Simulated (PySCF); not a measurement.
3-fluorothiophene (C4H3FS), SMILES Fc1ccsc1. Heavy atoms are numbered as in [F:1][c:2]1[cH:3][cH:4][s:5][cH:6]1. Hydrogens are named by the atom that carries them.

Geometry: B3LYP-D3(BJ)/def2-SVP.

All values below come from PBE/def2-TZVP in PySCF.

ESP charges are fitted to the potential on shells at 1.4 to 2.0 van der Waals radii. Atomic charges (e), one atom of each kind:

```
atom     meta-Löwdin  Mulliken  ESP fit  Löwdin
-------  -----------  --------  -------  ------
F1             -0.24     -0.16    -0.17    0.22
C2              0.25      0.20     0.33   -0.36
C3 (CH)        -0.18     -0.20    -0.23   -0.19
C4 (CH)        -0.26     -0.13    -0.27   -0.40
S5              0.31      0.06     0.09    0.70
C6 (CH)        -0.33     -0.18    -0.39   -0.39
H on C3         0.14      0.13     0.18    0.15
H on C4         0.15      0.14     0.22    0.13
H on C6         0.15      0.15     0.24    0.13
```

Computed Mayer and Wiberg (Löwdin basis) orders of the bonds:
```csv
bond,Mayer,Wiberg
F1–C2,1.10,1.75
C2–C3,1.27,1.39
C3–C4,1.60,1.80
C4–S5,1.27,1.58
C2–C6,1.59,1.73
S5–C6,1.22,1.55
```
